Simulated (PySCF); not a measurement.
C4H9ClSi2: full NMR table

```
Formula                               : C4H9ClSi2
SMILES                                : ClC1=C[SiH2][SiH2]CC1
InChI                                 : InChI=1S/C4H9ClSi2/c5-4-1-2-6-7-3-4/h3H,1-2,6-7H2
Point group of the computed structure : C1
Degrees of unsaturation               : 2
Carbon signals                        : 4
Proton signals                        : 5
```

Numbering as in the mapped SMILES `[Cl:1][C:2]1=[CH:3][SiH2:4][SiH2:5][CH2:6][CH2:7]1` (H(Xn): hydrogen on atom n).

- structure optimised with GFN2-xTB
- shieldings: GIAO PBE0/pcSseg-1
- run in PySCF 2.14
- averaged over atoms made equivalent by symmetry, fast rotation or ring inversion, no solvent model, non-relativistic, single conformer

References, each an isolated molecule treated in the same way: TMS for 1H (σ = 31.72 ppm), 13C (σ = 186.93 ppm), 29Si (σ = 349.16 ppm).

| carbon | δC, type | δH (multiplicity) | HMBC from (2–3 bonds) | span of the C tensor (ppm) |
| --- | --- | --- | --- | --- |
| C2 | 165.8, C | – | H(C3), H(Si4), H(C7), H(C6) | 200 |
| C3 | 121.3, CH | 6.24 (t) | H(Si4), H(Si5), H(C7) | 201 |
| C6 | 9.3, CH2 | 1.06 (m) | H(Si4), H(Si5), H(C7) | 36 |
| C7 | 38.5, CH2 | 2.56 (m) | H(C3), H(Si5), H(C6) | 37 |

Other nuclei:
| atoms | nucleus | environment | δ (ppm) | σ (ppm) |
| --- | --- | --- | --- | --- |
| H(Si4) | 1H | hydrogen on a silicon bonded to C, Si, in a 6-membered ring | 4.19 | 27.53 |
| H(Si5) | 1H | hydrogen on a silicon bonded to C, Si, in a 6-membered ring | 3.85 | 27.86 |
| Si5 | 29Si | silicon bonded to C, Si, 2 H, in a 6-membered ring | -85.1 | 434.2 |
| Si4 | 29Si | silicon bonded to C, Si, 2 H, in a 6-membered ring | -95.7 | 444.9 |

1. Carbon types of the structure: 1 × C, 1 × CH, 2 × CH2, leaving 4 H on heteroatoms.
2. δC 165.8: fully substituted alkene carbon.
3. δC 121.3: alkene CH; an sp2 carbon of a C=C bond.
4. δC 9.3: sp3 CH2 bonded to Si; an electropositive neighbour leaves it electron-rich and shielded.
5. δH 6.24: hydrogen on an alkene CH; a vinylic proton, deshielded by the sp2 carbon and the C=C anisotropy.
6. δH 2.56: hydrogen on an allylic sp3 CH2; allylic position.

Carbons that carry Cl, above all several Cl atoms, come out too deshielded, partly because spin–orbit coupling is missing. Shifts are as computed. Against solution values, carbons near 30 ppm lie about +3 ppm off and those near 130 ppm about +5 ppm; carbons on Cl a further +6 ppm. Of 1309 compounds with measured shifts, 239 miss one by over three times the rms of a fit or turn the order of signals round; such compounds aren't used in these exercises. No couplings were computed; multiplicities are counted from neighbouring protons, with m where these are inequivalent, close in shift, in a saturated or five-membered ring or joined by F or P, and br s for small geminal =CH2 splittings.
